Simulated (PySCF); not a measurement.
From one molecule to another.

First species: C5H8P2.
SMILES with atom numbers: `[PH2:1][P:2]1[CH:3]=[CH:4][CH2:5][CH:6]=[CH:7]1` (hydrogens: H8, H9 on P1; H10 on C3; H11 on C4; H12, H13 on C5; H14 on C6; H15 on C7)

Cartesian coordinates in Å at the GFN2-xTB level; atoms count from 1:
```
atom  x, y, z in Å
P1     2.7920    0.5886    0.0649
P2     1.1326   -0.7679   -0.3294
C3     0.2343   -0.5429    1.2287
C4    -1.0697   -0.3075    1.2668
C5    -1.9222   -0.1542    0.0423
C6    -1.1879    0.5190   -1.0791
C7     0.1059    0.3539   -1.3157
H8     3.5120   -0.3964    0.7405
H9     3.4117    0.2730   -1.1439
H10    0.8150   -0.6567    2.1352
H11   -1.5796   -0.1979    2.2151
H12   -2.2441   -1.1484   -0.2918
H13   -2.8240    0.4115    0.2859
H14   -1.7770    1.1814   -1.6995
H15    0.5967    0.8527   -2.1419
```

Second species: H9NSSi3.
Bonds: Si1–N2, N2–Si3, N2–Si4, Si4–S5. Hydrogens: H6, H7, H8 on Si1; H9, H10, H11 on Si3; H12, H13 on Si4; H14 on S5.

Levels: wB97X-D/def2-SVPD for dipole moment, HOMO energy, LUMO energy, HOMO–LUMO gap, static isotropic polarisability and electronic spatial extent ⟨r²⟩ about the centre of nuclear charge; TDDFT wB97X-D/def2-SVPD for lowest singlet excitation; TDA wB97X-D/def2-SVPD for lowest triplet excitation (Tamm–Dancoff); GFN2-xTB for rotational constant A and rotational constant C. Geometries: GFN2-xTB. Each species is one conformer at its optimised geometry, gas phase, non-relativistic unless stated; the electronic structure was computed with PySCF and density fitting.

Dipoles, sizes and rotational constants follow the conformer. The torsions of the flexible species, by atom-mapped SMILES:
- `[PH2:1][P:2]1[CH:3]=[CH:4][CH2:5][CH:6]=[CH:7]1`: H–P1–P2–C3 85°, H–P1–P2–C3 177°
- `[SiH3:1][N:2]([SiH3:3])[SiH2:4][SH:5]`: Si1–N2–Si4–S5 -81°, H–S5–Si4–N2 -45°

Values for the first species:

* Dipole moment: 1.04 D
* HOMO energy: -7.80 eV
* LUMO energy: 1.37 eV
* HOMO–LUMO gap: 9.17 eV
* Lowest singlet excitation: 4.92 eV
* Lowest triplet excitation (Tamm–Dancoff): 4.00 eV
* Static isotropic polarisability: 108.8 au
* Electronic spatial extent ⟨r²⟩ about the centre of nuclear charge: 1121 bohr²
* Rotational constant A: 3.748 GHz
* Rotational constant C: 1.095 GHz

Estimate the same properties for the second species, and the change in each.

| property | first | second | second less first |
| --- | --- | --- | --- |
| dipole moment | 1.04 D | 1.62 D | +0.58 D |
| HOMO energy | -7.80 eV | -9.18 eV | -1.38 eV |
| LUMO energy | 1.37 eV | 1.37 eV | 0.00 eV |
| HOMO–LUMO gap | 9.17 eV | 10.55 eV | +1.38 eV |
| lowest singlet excitation | 4.92 eV | 6.23 eV | +1.31 eV |
| lowest triplet excitation (Tamm–Dancoff) | 4.00 eV | 5.87 eV | +1.87 eV |
| static isotropic polarisability | 108.8 au | 103.4 au | -5.4 au |
| electronic spatial extent ⟨r²⟩ about the centre of nuclear charge | 1121 bohr² | 1262 bohr² | +141 bohr² |
| rotational constant A | 3.748 GHz | 2.378 GHz | -1.370 GHz |
| rotational constant C | 1.095 GHz | 1.000 GHz | -0.095 GHz |

On the first: In atomic units the dipole is 0.41 e·bohr (1 au = 2.5417 D).

On the second: The vertical singlet–triplet gap S1 − T1 is 0.36 eV (TDDFT singlet less Tamm–Dancoff triplet; S1: HOMO→LUMO+1, weight 0.48; T1: HOMO→LUMO+1, weight 0.47). The dipole equals about 5.4 × 10⁻³⁰ C·m (1 D = 3.33564 × 10⁻³⁰ C·m).
